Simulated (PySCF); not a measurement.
C3H14Ge2OSi.
Bonds: C1–C2, C2–C3, C2–O4, O4–Si5, Si5–Ge6, Ge6–Ge7. Hydrogens: H8, H9, H10 on C1; H11 on C2; H12, H13, H14 on C3; H15, H16 on Si5; H17, H18 on Ge6; H19, H20, H21 on Ge7.

Method: PBE0-D3(BJ)/def2-SVP geometry optimisation, gas phase (PySCF); density fitting, grid level 1; the optimiser is geomeTRIC in internal coordinates, started from a GFN2-xTB structure with every atom displaced at random (about 0.01 Å).

Step 0: E = -126257.2463 eV
```
atom  x, y, z in Å  |  force x, y, z in eV/Å
C1     -2.0707   -1.6365   -0.0386   -0.643   2.020   0.433
C2     -1.9946   -0.1078   -0.2390    0.617  -0.431   1.013
C3     -2.8185    0.6560    0.7982    1.860   0.196  -0.121
O4     -0.6140    0.3092   -0.1327   -3.042  -0.140   1.852
Si5     0.5063    0.2447   -1.2591    1.518   0.286  -0.777
Ge6     2.2506    1.2404   -0.0731    0.567   0.141   0.014
Ge7     3.8324   -0.1471    1.0736   -0.501   0.007   0.127
H8     -3.1124   -1.9235   -0.1137   -0.541  -0.380  -0.008
H9     -1.6976   -1.8782    0.9525    0.223  -0.239   0.345
H10    -1.5173   -2.1262   -0.7981    0.824  -0.847  -0.930
H11    -2.3628    0.1514   -1.2319   -0.133   0.092  -0.553
H12    -3.8425    0.3893    0.7454   -1.466  -0.406  -0.134
H13    -2.7231    1.7386    0.6360    0.009   0.020   0.014
H14    -2.4478    0.4245    1.8095    0.006   0.035  -0.029
H15     0.1039    0.9655   -2.4603   -0.145   0.499  -0.676
H16     0.8211   -1.1015   -1.6866    0.296  -0.985  -0.292
H17     1.8399    2.3246    0.9031   -0.470   0.164   0.369
H18     3.0911    2.0594   -1.0209    0.521   0.271  -0.597
H19     5.0854    0.5366    1.5053    0.708   0.711   0.165
H20     4.2865   -1.3036    0.2615    0.266  -0.826  -0.823
H21     3.2985   -0.7872    2.3257   -0.473  -0.188   0.610
```

Step 1: E = -126257.7275 eV
```
atom  x, y, z in Å  |  force x, y, z in eV/Å
C1     -2.1182   -1.6279   -0.0447    0.068  -0.026  -0.192
C2     -2.0115   -0.1219   -0.2044   -0.033   0.124  -0.160
C3     -2.8477    0.6343    0.8079   -0.315  -0.107  -0.008
O4     -0.6699    0.3069   -0.0389    0.266  -0.033  -0.121
Si5     0.5473    0.2698   -1.1869   -0.216  -0.054   0.090
Ge6     2.3898    1.3339   -0.1330    0.190   0.365   0.011
Ge7     3.8537   -0.1826    1.0663    0.239  -0.273   0.161
H8     -3.1647   -1.9509   -0.1518    0.004  -0.031   0.009
H9     -1.7576   -1.9245    0.9515    0.023  -0.045  -0.002
H10    -1.5210   -2.1542   -0.8141   -0.087   0.080   0.193
H11    -2.3571    0.1534   -1.2270    0.034  -0.035   0.127
H12    -3.9170    0.3579    0.7276    0.217   0.059  -0.006
H13    -2.7557    1.7185    0.6570    0.027   0.018  -0.012
H14    -2.5085    0.3982    1.8274    0.034   0.002   0.022
H15     0.1258    1.0048   -2.4260   -0.014  -0.026   0.017
H16     0.8891   -1.1378   -1.5917    0.007   0.090   0.011
H17     1.8611    2.4053    0.8583    0.008  -0.160  -0.075
H18     3.2756    2.1308   -1.1427   -0.176  -0.237   0.084
H19     5.1382    0.5757    1.5209   -0.240  -0.145  -0.087
H20     4.2916   -1.3850    0.1672   -0.111   0.305   0.168
H21     3.1710   -0.7762    2.3335    0.075   0.131  -0.233
```

Question: Estimate the geometry and energy of step 2. (The exact step hangs on the optimiser's Hessian estimate; all steps are aligned on step 1, rigid shifts and turns removed.)

Answer: E = -126257.7516 eV, largest force 0.132 eV/Å
```
atom  x, y, z in Å  |  force x, y, z in eV/Å
C1     -2.0924   -1.6211   -0.0523   -0.020   0.006  -0.041
C2     -2.0001   -0.1120   -0.1992   -0.007  -0.003  -0.030
C3     -2.8451    0.6260    0.8194   -0.050  -0.024   0.011
O4     -0.6590    0.3194   -0.0327    0.085   0.001  -0.024
Si5     0.5440    0.2796   -1.1878   -0.061  -0.004   0.055
Ge6     2.3943    1.3401   -0.1451    0.064   0.107   0.044
Ge7     3.8265   -0.1861    1.0744    0.033  -0.059   0.032
H8     -3.1334   -1.9605   -0.1626    0.001  -0.009   0.004
H9     -1.7277   -1.9267    0.9403    0.005  -0.005   0.003
H10    -1.4880   -2.1340   -0.8168    0.003   0.005   0.030
H11    -2.3469    0.1676   -1.2159   -0.001  -0.002   0.014
H12    -3.9063    0.3441    0.7332    0.037   0.010  -0.012
H13    -2.7579    1.7124    0.6774    0.011   0.005   0.003
H14    -2.5022    0.3833    1.8372    0.008   0.009  -0.005
H15     0.1120    1.0039   -2.4281   -0.022  -0.006   0.002
H16     0.8875   -1.1245   -1.5862    0.014   0.008  -0.020
H17     1.8721    2.4115    0.8336   -0.031  -0.018   0.005
H18     3.2725    2.0913   -1.1701   -0.015  -0.066  -0.053
H19     5.1092    0.5407    1.5257   -0.014  -0.006   0.000
H20     4.2349   -1.3810    0.1882   -0.012   0.033  -0.009
H21     3.1205   -0.7454    2.3238   -0.030   0.018  -0.009
```

The energy changes by -0.0241 eV. The first-order estimate −F·Δx gives -0.0409 eV and the mean of the old and new forces, exact on a quadratic surface, -0.0246 eV. The step makes an angle of 75° with the force vector and moves no atom by more than 0.061 Å.

What follows is the cost of the whole optimisation. Hardware: an Arm Neoverse V1 with one thread, shared host with 32 logical CPUs at a one-minute load of 30. Cost: 13 min wall, 1.3 GiB resident at most.
